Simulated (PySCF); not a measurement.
Match the barriers

Saddle point of SiNH$_{7}$Se, singlet (SiNH₅ ([NH2][SiH3]) + H₂Se → SiNH₅Se ([NH2][SiH2][SeH]) + H₂; bonds formed: Si1–Se7, H2–H6; bonds broken: Si1–H2, H6–Se7), PBE0-D4/def2-TZVP structure:

```xyz
10
angstrom
Si -0.7793 -0.0725 -0.0343
H -0.3786 -1.0822 -1.3709
H -1.7248 -1.1832 0.3157
H -1.5872 0.9478 -0.7340
N 0.0427 0.0378 1.4331
H 0.2354 -0.4089 -1.4973
Se 1.2523 1.2218 -1.2304
H -0.2209 -0.5405 2.2145
H 0.8047 0.6711 1.6013
H 2.3556 0.4088 -0.6976
```

Computed with PySCF 2.14 with density fitting (its default auxiliary sets; JK sets also for MP2 and CCSD(T)) (basis: def2-TZVPP, with def2-QZVPP for the basis limit); correlated methods freeze the cores. Filled d shells of the heavier atoms are correlated. The def2 sets are not built for correlating such inner shells, so the correlated values are less sure here. B3LYP uses VWN-RPA correlation. Extrapolation: Hartree–Fock as exp(−7.88 √X), correlation as X^−2.97. Four methods, as single points on the PBE0-D4 structures, gave these electronic barriers from the start structure: 124.3, 159.2, 179.3, 235.5 kJ/mol.

**Question.** The methods were, in alphabetical order, B3LYP-D4, BHLYP-D4, HF, PBE-D4. Which gave which? (A judgement: the text doesn't fix the answer.)

**Answer.** Computed: PBE-D4 124.3; B3LYP-D4 159.2; BHLYP-D4 179.3; HF 235.5 kJ/mol. For comparison, CCSD(T) at an estimated basis limit (MP2 extrapolated from triple and quadruple zeta, plus CCSD(T) − MP2 in triple zeta) gives 162.3 kJ/mol.

T1 diagnostic: at most 0.011.

Labels in which every atom is bracketed show which atoms are joined, not bond orders.

For scale, one of the runs: CCSD(T)/def2-TZVPP, 219 basis functions, launched by `OMP_NUM_THREADS=4 python run.py`. Hardware: 4 CPU threads of an Arm Neoverse V2, shared host. Wall time 14 min; peak host memory 3.9 GiB.
